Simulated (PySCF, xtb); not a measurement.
C3H7BFN, SMILES C=C(F)B(C)N. Other conformers were not sampled.

Harmonic wavenumbers (cm⁻¹) from GFN2-xTB run with xtb 6.7.1 at its own minimum, in rising order: 17, 75, 175, 258, 294, 392, 438, 480, 598, 613, 667, 718, 823, 864, 878, 889, 918, 1101, 1218, 1369, 1395, 1402, 1490, 1501, 1541, 1659, 3017, 3029, 3035, 3107, 3152, 3488, 3524.

Task: What does ωB97X-D3(BJ)/def2-SVP in PySCF give at its own minimum? (Estimate from the structure and the level; the computed values follow.)

Result: 52, 112, 186, 270, 304, 439, 463, 522, 563, 667, 680, 761, 854, 862, 902, 914, 957, 1158, 1289, 1352, 1388, 1409, 1444, 1472, 1618, 1747, 3061, 3147, 3163, 3185, 3290, 3635, 3738. Paired by order, the mean absolute difference is 53 cm⁻¹ and the zero-point energies are 63.1 and 65.2 kcal/mol.
